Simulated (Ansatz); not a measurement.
Basis sets compared for the cluster KF2⁻. The state is a singlet with charge -1. Geometry PBE-D4/def2-TZVPD. Ansatz on 4 threads of Arm Neoverse V2 on a shared host; times are rough, and most runs start from earlier orbitals.

Cartesian coordinates in Å:
```
K 0.0006 0.0038 0.0004
F -0.6858 0.4569 -2.2564
F 0.6853 -0.4606 2.2561
```

The structure comes from a short search, and lower isomers may exist.

```json
{"level": "PBE-D4/def2-SVPD", "functions": "73", "energy (Eh)": "-799.1283", "HOMO (eV)": "-0.66", "LUMO (eV)": "2.44", "wall time": "0.4 s"}
{"level": "PBE0-D4/def2-SVPD", "functions": "73", "energy (Eh)": "-799.1657", "HOMO (eV)": "-2.45", "LUMO (eV)": "2.73", "wall time": "0.4 s"}
```

Question: Estimate the rows for PBE-D4/def2-TZVPD (with forces), PBE0-D4/def2-TZVPD.

Answer: 
| level | functions | energy (Eh) | HOMO (eV) | LUMO (eV) | wall time |
| --- | --- | --- | --- | --- | --- |
| PBE-D4/def2-TZVPD (with forces) | 116 | -799.4322 | -0.63 | 2.52 | 0.65 s |
| PBE0-D4/def2-TZVPD | 116 | -799.4680 | -2.39 | 2.87 | 0.8 s |
